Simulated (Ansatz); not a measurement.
Ansatz (a first-principles code) input (CAM-B3LYP/def2-TZVPD):

Ansatz 0.2 input:
```yaml
crystal:
  periodic: [false, false, false]
  atoms:
    - {symbol: C, position_ang: [0.03298780, 0.00617551, -0.64515009]}
    - {symbol: N, position_ang: [-0.03068425, -0.00588839, 0.58046353]}
    - {symbol: H, position_ang: [0.91618859, 0.29402212, -1.22721340]}
    - {symbol: H, position_ang: [-0.89932567, -0.28985645, 1.03486925]}
basis:
  gaussian:
    orbitals: def2-TZVPD
hamiltonian:
  xc: {name: CAM-B3LYP}
magnetization: {spin_polarized: true, initial_magnetization: 1}
output: {forces: true}
```

Output:

```
Functional definition: CAM-B3LYP
integrals: 0.01 GiB planned
455 factors; their error is unknown
integrals: 0.05 GiB planned
187 factors; integrals over basis functions are off by at most 2.1e-5 eV
mean field: 0.27 GiB planned
mean field evaluation 1: about -2553.7367 eV, gradient 2.8e1 eV
mean field evaluation 2: about -2552.4154 eV, gradient 3.3e1 eV
mean field evaluation 4: about -2556.7610 eV, gradient 9.6e-1 eV
mean field evaluation 8: about -2556.7702 eV, gradient 5.0e-2 eV
mean field evaluation 16: about -2556.7673 eV, gradient 9.7e-5 eV
mean field -2556.76734195 eV, -93.9594667775 hartree, gradient 3.9e-5 eV, S^2 0.754241; 0 other end points of the search recorded, 0 dependent functions left out
the calculation of the forces begins
reference -2556.76743573 eV, -93.9594702239 hartree; 8, 7 occupied and 84, 85 virtual orbitals, 455 factors
Total energy: -2556.76743573 eV, -93.9594702239 hartree
Atom 0 at     0.032988     0.006176    -0.645150 Å, force     0.058600     0.022695     0.451323 eV/Å
Atom 1 at    -0.030684    -0.005888     0.580464 Å, force    -0.065869    -0.024735    -0.401781 eV/Å
Atom 2 at     0.916189     0.294022    -1.227213 Å, force    -0.054070    -0.017956    -0.009909 eV/Å
Atom 3 at    -0.899326    -0.289856     1.034869 Å, force     0.061340     0.019997    -0.039634 eV/Å
Dipole moment:    -0.080326    -0.026904    -0.045806 e Å
```

It need not be the lowest isomer of its formula.
